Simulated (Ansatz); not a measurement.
A nudged elastic band was laid between two geometries of CH5AsO (8 atoms, charge 0, multiplicity 1).

These are results of Ansatz 0.2.0, RKS PBE0/def2-SVP, not measurements.

```yaml
movable_images: 5
climbing_image: yes
spring: 5.0 eV/Å²
optimiser: quadratic models (default)
start_path: through a guess of the saddle point
force_threshold: 0.05 eV/Å
iteration_limit: 60
end_points: relaxed
```

Initial state:

```xyz
8
Properties=species:S:1:pos:R:3
C -0.426 0.880 -0.216
O -0.777 -0.144 0.669
As 0.257 -1.602 0.777
H -0.405 0.535 -1.269
H 0.567 1.312 0.016
H -1.178 1.680 -0.130
H 1.618 -0.882 0.832
H 0.437 -1.835 -0.735
```

Final state:

```xyz
8
Properties=species:S:1:pos:R:3
C -0.487 1.035 -0.303
O -0.332 -0.049 0.571
As 1.149 -1.055 0.339
H -0.774 0.720 -1.325
H 0.424 1.659 -0.385
H -1.297 1.670 0.091
H 0.859 -1.921 1.560
H 0.550 -2.115 -0.603
```

(1) What changes between the two ends?

(2) What energy profile does the band end with?

(3) What is the geometry of the highest image?

The band took 10 iterations and about 2.7 core-minutes.

## Answers

(1) No bond is made or broken. The height of As3 over the plane of its neighbours goes from -0.85 to 0.86 Å.

(2) The run converged. The highest image is number 3 of 0 to 6, 230.0 kJ/mol above the first end and 221.3 kJ/mol above the last; the last end lies 8.7 kJ/mol above the first. Neighbouring images differ by up to 1.9 eV, so the band resolves the path poorly. A vibrational analysis at the climbing image gives one clearly imaginary mode, 1197i cm⁻¹: a first-order saddle point.

| image | path coordinate (Å) | energy (kJ/mol) | height of As3 over the plane of its neighbours (Å) |
| --- | --- | --- | --- |
| 0 | 0.00 | 0.0 | -0.85 |
| 1 | 0.47 | 8.7 | -0.78 |
| 2 | 0.95 | 73.1 | -0.51 |
| 3 | 1.42 | 230.0 | 0.01 |
| 4 | 2.04 | 42.4 | 0.66 |
| 5 | 2.65 | 9.3 | 0.86 |
| 6 | 3.27 | 8.7 | 0.86 |

(3) 
```xyz
8
Properties=species:S:1:pos:R:3
C -0.486 1.042 -0.291
O -0.651 -0.096 0.529
As 0.575 -1.374 0.423
H -0.565 0.796 -1.364
H 0.483 1.542 -0.121
H -1.298 1.738 -0.027
H 1.696 -1.271 1.370
H 0.338 -2.433 -0.574
```

Time of the run: 2.7 min on 1 thread of Arm Neoverse V1, on a shared host, peak memory 0.17 GiB.
